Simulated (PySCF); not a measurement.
PySCF job for C3H3N2, SMILES C1=C[N]N=C1, multiplicity 2, PBE-D3(BJ)/def2-SVP. The structure is a stationary point at PBE-D3(BJ)/def2-SVP. The geometry has at least one imaginary mode, so it is a saddle point at that level. The isomer is the one that the SMILES or the coordinates give; other isomers of the formula were not compared.

```python
import numpy as np
from pyscf import gto, scf, dft, df
from pyscf.hessian import thermo

mol = gto.M(
    atom='''
    C     0.00000000    0.00000000   -1.15162293
    C     0.00000000    1.12572389   -0.29168276
    N     0.00000000    0.62419568    0.97486327
    N     0.00000000   -0.62419569    0.97486326
    C     0.00000000   -1.12572389   -0.29168276
    H     0.00000000    0.00000002   -2.24794923
    H     0.00000000    2.20091249   -0.49510284
    H     0.00000000   -2.20091249   -0.49510286
    ''',
    basis='def2-SVP',
    charge=0,
    spin=1,
    max_memory=1600,
    verbose=3,
)
mf = dft.UKS(mol, xc='pbe').density_fit(auxbasis='def2-universal-jkfit')
mf.disp = 'd3bj'
mf.grids.level = 3
mf.conv_tol = 1e-11
mf.max_cycle = 100
mf.kernel()
fine, coarse = mf.grids, dft.Grids(mol).set(level=1).build(with_non0tab=True)
for _ in range(3):  # follow internal instabilities
    mf.grids = coarse
    mo, _, stable, _ = mf.stability(return_status=True, nroots=4)
    mf.grids = fine
    if stable:
        break
    mf.kernel(mf.make_rdm1(mo, mf.mo_occ))

# [left out here: the lines that compute and print the analytic Hessian (its translational invariance restored by hand, since the grid's response is missing), thermochemistry and intensities]
```

Program output:

```

WARN: HOMO -0.268495120142976 >= LUMO -0.268495120142976

converged SCF energy = -225.099700612294  <S^2> = 0.75287919  2S+1 = 2.0028771
<class 'pyscf.df.df_jk.DFUKS'> wavefunction is stable in the internal stability analysis

WARN: DFTD3 does not support analytical Hessian, using finite difference


WARN: Mole.unit (angstrom) is changed to Bohr

Mode                                 0                   1                   2
Irrep
Freq [cm^-1]                     -156.7935            457.8741            674.1218
Reduced mass [au]                  13.3865              4.4614             10.9337
Force const [Dyne/A]               -0.1939              0.5511              2.9275
Char temp [K]                    -225.5909            658.7788            969.9112
Normal mode                   x     y     z       x     y     z       x     y     z
       0   C                 0.00  0.00  0.00   -0.16  0.00  0.00    0.00  0.04 -0.00
       1   C                 0.11  0.00 -0.00    0.14  0.00 -0.00   -0.00  0.07 -0.05
       2   N                -0.16 -0.00 -0.00   -0.06 -0.00 -0.00    0.00 -0.09 -0.14
       3   N                 0.16 -0.00  0.00   -0.06 -0.00  0.00    0.00 -0.09  0.14
       4   C                -0.11 -0.00  0.00    0.14  0.00  0.00   -0.00  0.07  0.05
       5   H                 0.00  0.00  0.00   -0.21 -0.00  0.00    0.00  0.01 -0.00
       6   H                -0.01  0.00  0.00    0.23  0.00  0.00   -0.00  0.09  0.04
       7   H                 0.01 -0.00 -0.00    0.23  0.00 -0.00   -0.00  0.09 -0.04
Mode                                 3                   4                   5
Irrep
Freq [cm^-1]                      740.8049            772.3883            842.3675
Reduced mass [au]                   1.1604              1.2230              1.2020
Force const [Dyne/A]                0.3752              0.4299              0.5025
Char temp [K]                    1065.8533           1111.2949           1211.9792
Normal mode                   x     y     z       x     y     z       x     y     z
       0   C                 0.05  0.00 -0.00    0.00 -0.00  0.00   -0.11 -0.00  0.00
       1   C                 0.07  0.00 -0.00    0.08  0.00  0.00    0.04  0.00 -0.00
       2   N                -0.02 -0.00 -0.00    0.04  0.00  0.00    0.01  0.00  0.00
       3   N                -0.02 -0.00  0.00   -0.04  0.00 -0.00    0.01  0.00 -0.00
       4   C                 0.07  0.00  0.00   -0.08 -0.00 -0.00    0.04 -0.00 -0.00
       5   H                -0.49 -0.00 -0.00    0.00 -0.00  0.00    0.77 -0.00  0.00
       6   H                -0.55  0.00  0.00   -0.63  0.00  0.00   -0.34  0.00 -0.00
       7   H                -0.55  0.00  0.00    0.63 -0.00  0.00   -0.34 -0.00 -0.00
Mode                                 6                   7                   8
Irrep
Freq [cm^-1]                      885.7644            993.8989           1037.5960
Reduced mass [au]                   7.1406              1.1424              1.2788
Force const [Dyne/A]                3.3008              0.6649              0.8112
Char temp [K]                    1274.4177           1429.9992           1492.8697
Normal mode                   x     y     z       x     y     z       x     y     z
       0   C                -0.00 -0.00 -0.16    0.00 -0.06 -0.00    0.00 -0.00  0.10
       1   C                 0.00 -0.14 -0.01   -0.00  0.05  0.02    0.00 -0.04 -0.04
       2   N                -0.00  0.00  0.08    0.00 -0.00  0.02    0.00  0.02  0.03
       3   N                -0.00 -0.00  0.08    0.00 -0.00 -0.02   -0.00 -0.02  0.03
       4   C                 0.00  0.14 -0.01   -0.00  0.05 -0.02   -0.00  0.04 -0.04
       5   H                 0.00  0.00 -0.16   -0.00 -0.82 -0.00   -0.00 -0.00  0.11
       6   H                -0.00 -0.14  0.02    0.00  0.11  0.29   -0.00 -0.15 -0.59
       7   H                 0.00  0.14  0.02    0.00  0.11 -0.29    0.00  0.15 -0.59
Mode                                 9                  10                  11
Irrep
Freq [cm^-1]                     1152.7977           1201.9159           1271.6683
Reduced mass [au]                   1.6239              7.1006              3.1830
Force const [Dyne/A]                1.2715              6.0436              3.0327
Char temp [K]                    1658.6192           1729.2894           1829.6475
Normal mode                   x     y     z       x     y     z       x     y     z
       0   C                -0.00 -0.06  0.00   -0.00 -0.00  0.09    0.00  0.01 -0.00
       1   C                 0.00 -0.06  0.04    0.00 -0.12  0.07   -0.00  0.01 -0.15
       2   N                -0.00  0.06 -0.07   -0.00 -0.02 -0.11    0.00 -0.03  0.08
       3   N                -0.00  0.06  0.07   -0.00  0.02 -0.11    0.00 -0.03 -0.08
       4   C                 0.00 -0.06 -0.04    0.00  0.12  0.07   -0.00  0.01  0.15
       5   H                 0.00  0.29  0.00    0.00  0.00  0.11   -0.00  0.22 -0.00
       6   H                -0.00  0.02  0.50   -0.00 -0.14  0.10    0.00  0.10  0.30
       7   H                 0.00  0.02 -0.50    0.00  0.14  0.10   -0.00  0.10 -0.30
Mode                                12                  13                  14
Irrep
Freq [cm^-1]                     1375.4471           1402.9502           1616.1072
Reduced mass [au]                   3.6667              4.5448             10.6228
Force const [Dyne/A]                4.0870              5.2704             16.3466
Char temp [K]                    1978.9621           2018.5330           2325.2184
Normal mode                   x     y     z       x     y     z       x     y     z
       0   C                -0.00 -0.00 -0.13    0.00 -0.21  0.00   -0.00  0.00  0.02
       1   C                 0.00  0.05  0.14   -0.00  0.10  0.03    0.00 -0.01 -0.00
       2   N                -0.00  0.02 -0.04    0.00 -0.02  0.02   -0.00  0.19 -0.02
       3   N                -0.00 -0.02 -0.04    0.00 -0.02 -0.02   -0.00 -0.19 -0.02
       4   C                 0.00 -0.05  0.14   -0.00  0.10 -0.03    0.00  0.01 -0.00
       5   H                 0.00  0.00 -0.15   -0.00  0.34  0.00    0.00 -0.00  0.03
       6   H                 0.00 -0.03 -0.30   -0.00  0.10 -0.07    0.00  0.01  0.11
       7   H                 0.00  0.03 -0.30   -0.00  0.10  0.07    0.00 -0.01  0.11
Mode                                15                  16                  17
Irrep
Freq [cm^-1]                     3185.6511           3214.1059           3220.3858
Reduced mass [au]                   1.0927              1.0956              1.1055
Force const [Dyne/A]                6.5334              6.6686              6.7551
Char temp [K]                    4583.4427           4624.3828           4633.4182
Normal mode                   x     y     z       x     y     z       x     y     z
       0   C                 0.00  0.00  0.08   -0.00  0.01 -0.00   -0.00  0.00  0.03
       1   C                -0.00  0.02 -0.01    0.00 -0.06  0.01    0.00 -0.06  0.01
       2   N                 0.00  0.00 -0.00   -0.00  0.00 -0.00   -0.00 -0.00 -0.00
       3   N                 0.00 -0.00 -0.00   -0.00  0.00  0.00   -0.00  0.00 -0.00
       4   C                 0.00 -0.02 -0.01    0.00 -0.06 -0.01    0.00  0.06  0.01
       5   H                 0.00  0.00 -0.90    0.00 -0.00  0.00    0.00  0.00 -0.32
       6   H                 0.00 -0.23  0.05   -0.00  0.66 -0.12   -0.00  0.62 -0.11
       7   H                -0.00  0.23  0.05   -0.00  0.66  0.12    0.00 -0.62 -0.11
temperature 298.1500 [K]
pressure 101325.00 [Pa]
Rotational constants [GHz] 10.10130 9.88568 4.99616
Symmetry number 2
Zero-point energy (ZPE) 0.05478 [Eh]   143826.092 [J/mol]
                           tot       elec      trans        rot        vib
Entropy [J/mol/K]       271.028      5.763    161.199     94.573      9.494
Cv [J/mol/K]             51.604      0.000     12.472     12.472     26.661
Cp [J/mol/K]             59.919      0.000     20.786     12.472     26.661
Internal energy [J/mol]                      3718.434   3718.434 145995.575
Internal energy [Eh]   -225.04126  -225.09970
Enthalpy [J/mol]                             6197.391   3718.434 145995.575
Enthalpy [Eh]          -225.04032
Gibbs free energy [J/mol]                  -41863.988 -24478.377 143164.973
Gibbs free energy [Eh] -225.07109
mode   freq/cm-1   IR/(km/mol)
   1     -156.79         0.000
   2      457.87        21.902
   3      674.12       124.639
   4      740.80        75.913
   5      772.39         0.000
   6      842.37         0.995
   7      885.76         3.860
   8      993.90        14.199
   9     1037.60        27.190
  10     1152.80         0.178
  11     1201.92        19.192
  12     1271.67         1.980
  13     1375.45         0.112
  14     1402.95        13.221
  15     1616.11        11.774
  16     3185.65         0.490
  17     3214.11         0.431
  18     3220.39         0.193
max |gradient| / (hartree/bohr): 3.98761828025455e-05
APT charges: [-0.1102  0.2115 -0.3007 -0.3007  0.2115  0.0887  0.1     0.1   ]
```

Self-consistency was reached. The end point has an imaginary mode, so it is no minimum.
